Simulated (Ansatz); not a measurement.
Level of theory: PBE0-D3(BJ)/def2-TZVP // B3LYP-D3(BJ)/def2-SVP in Ansatz (a program for electronic structure). Isolated molecules, 0 K electronic values unless said otherwise. One relaxed conformer stands for a flexible species; it need not be the lowest.  In the def2 sets, heavy atoms carry core potentials.

Reference species (SMILES): `[CH3][Sb]([OH])[OH]` (O–Sb–O–H torsion -90°, O–Sb–O–H torsion -51°) (neutral, multiplicity 1).

```json
{
 "vertical ionisation energy (Delta-SCF)": "9.42 eV",
 "LUMO": "-0.73 eV",
 "HOMO–LUMO gap": "6.62 eV",
 "HOMO": "-7.36 eV"
}
```

After one change: the vertical ionisation energy (Delta-SCF) falls by 0.90 eV; the LUMO drops by 0.30 eV; the HOMO–LUMO gap falls by 0.91 eV; the HOMO rises by 0.62 eV.

Which change was made? The new species is one of these.
(A) `C[CH](C)[Sb]([OH])[OH]`
(B) `[OH][Sb]([OH])[CH2]C(F)(F)F`
(C) `C[C](C)(C)[Sb]([OH])[OH]`
(D) `C=C[CH2][Sb]([OH])[OH]`

D, `C=C[CH2][Sb]([OH])[OH]`
